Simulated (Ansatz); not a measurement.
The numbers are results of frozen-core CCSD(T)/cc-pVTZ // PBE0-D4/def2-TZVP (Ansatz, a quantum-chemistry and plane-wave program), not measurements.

Ansatz 0.2 input:
```yaml
crystal:
  periodic: [false, false, false]
  atoms:
    - { symbol: F, position_ang: [1.137838, -0.212694, -0.000003] }
    - { symbol: B, position_ang: [-0.000465, 0.427859, -0.000001] }
    - { symbol: F, position_ang: [-1.137374, -0.215166, 0.000004] }
basis:
  gaussian: { orbitals: cc-pVTZ }
correlation:
  method: ccsd_t
magnetization:
  spin_polarized: true
  initial_magnetization: 1
```

Output:

```
Functional definition: HF
569 factors; integrals over basis functions are off by at most 7.6e-4 eV
mean field evaluation 1: about -6085.2022 eV, gradient 2.2e1 eV
mean field evaluation 2: about -6085.2059 eV, gradient 2.2e1 eV
mean field evaluation 4: about -6087.3020 eV, gradient 2.4e0 eV
mean field evaluation 8: about -6087.3888 eV, gradient 1.3e-1 eV
mean field evaluation 16: about -6087.3714 eV, gradient 8.9e-1 eV
mean field -6087.38901373 eV, -223.7074200740 hartree, gradient 1.0e-6 eV, S^2 0.752194; 0 other end points of the search recorded, 0 dependent functions left out
3 core orbitals not correlated
reference -6087.38901373 eV, -223.7074200740 hartree; 9, 8 occupied and 78, 79 virtual orbitals, 569 factors
second order -15.52569864 eV of doubles, -0.00000000 eV of singles
cycle   1  -15.21320037 eV  change    3.1e-1 eV  update   8.1e-2
cycle   2  -15.51773500 eV  change   -3.0e-1 eV  update   2.4e-2
cycle   3  -15.59676530 eV  change   -7.9e-2 eV  update   1.4e-2
cycle   4  -15.58254915 eV  change    1.4e-2 eV  update   3.7e-3
cycle   5  -15.58072033 eV  change    1.8e-3 eV  update   1.5e-3
cycle   6  -15.58171433 eV  change   -9.9e-4 eV  update   4.0e-4
cycle   7  -15.58169242 eV  change    2.2e-5 eV  update   1.7e-4
cycle   8  -15.58170325 eV  change   -1.1e-5 eV  update   5.2e-5
cycle   9  -15.58171243 eV  change   -9.2e-6 eV  update   1.8e-5
perturbative correction -0.47579677 eV, -0.0174852086 hartree
Total energy: -6103.44652292 eV, -224.2975226526 hartree
```

Cost: about 9 core-seconds (a rough figure).
